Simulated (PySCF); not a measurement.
TaOF3, SMILES [O]=[Ta]([F])([F])[F], multiplicity 1. The structure is a stationary point at PBE-D3(BJ)/def2-SVP. The multiplicity is an assumed one; other spin states were not compared. The isomer is the one that the SMILES or the coordinates give; other isomers of the formula were not compared. The def2 effective core potentials stand for the cores of Ta; spin–orbit coupling is left out.

Calculation: PySCF with PBE-D3(BJ)/def2-SVP.

Harmonic wavenumbers (cm⁻¹): 159, 159, 184, 253, 253, 684, 689, 689, 985. Rotational constants (GHz): 3.212, 3.212, 2.708; symmetry number 3.

Task: Work out the zero-point energy and the ideal-gas rigid-rotor harmonic-oscillator thermochemistry at 298.15 K and 1 atm.

Result: ZPE = ½ Σ hcν = ½ × 4055 cm⁻¹ = 5.80 kcal/mol. H − E(el) = 10.17 kcal/mol. Entropy in cal/(mol K): translation 42.50, rotation 24.66, vibration 11.89, total 79.05. G − E(el) = -13.39 kcal/mol. Cp = 20.07 cal/(mol K).
